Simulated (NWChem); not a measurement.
# Correlation energy of ClIn

```
In
Cl 1 2.4486
```
Charge 0, spin multiplicity 1.

Program: NWChem. Structure: optimised with PBE/def2-SVP with def2 effective core potentials on In, a minimum by its harmonic frequencies.

Basis set: def2-SVP. Each correlation energy counts from its own Hartree-Fock reference.

Effective core potentials replace the inner electrons of In; spin-orbit coupling is left out. The correlated methods keep 9 core orbitals frozen. The structure started from a generated list of species. Coupled-cluster values serve here as a point of comparison, not as the truth.

```json
[
 {"method": "MP2", "correlation energy (mHa)": "___"},
 {"method": "CCSD", "correlation energy (mHa)": "___"},
 {"method": "CR-CCSD[T]", "correlation energy (mHa)": "___"},
 {"method": "CCSD+T(CCSD)", "correlation energy (mHa)": "___"},
 {"method": "SCS-MP2", "correlation energy (mHa)": "-188.6"},
 {"method": "CR-CCSD(T)", "correlation energy (mHa)": "-221.0"},
 {"method": "CCSD(T)", "correlation energy (mHa)": "-222.0"}
]
```

Q: Complete the blanks.

A: 
- MP2, correlation energy (mHa): -193.2
- CCSD, correlation energy (mHa): -216.2
- CR-CCSD[T], correlation energy (mHa): -221.3
- CCSD+T(CCSD), correlation energy (mHa): -222.3
